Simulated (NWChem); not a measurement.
Molecule: AlH$_{3}$; SMILES [AlH3]

```xyz
4

Al     0.0000     0.0000     0.0000
H      1.1214     1.1214     0.0000
H      0.4105    -1.5319     0.0000
H     -1.5319     0.4105     0.0000
```
Atoms are numbered in this order, from 1.

Program: NWChem. Pople sets run with spherical d functions. Coordinates come from a PBE0-D3(BJ)/def2-TZVP optimisation. Isotropic indirect couplings, all four terms, static geometry, non-relativistic.

Q: What does the run give for B3LYP/6-31G**? Quantities: J(27Al atom 1, 1H atom 2) (Hz); J(1H atom 2, 1H atom 3) (Hz).

A: 
- J(27Al atom 1, 1H atom 2) (Hz) = 235.4
- J(1H atom 2, 1H atom 3) (Hz) = 29.3
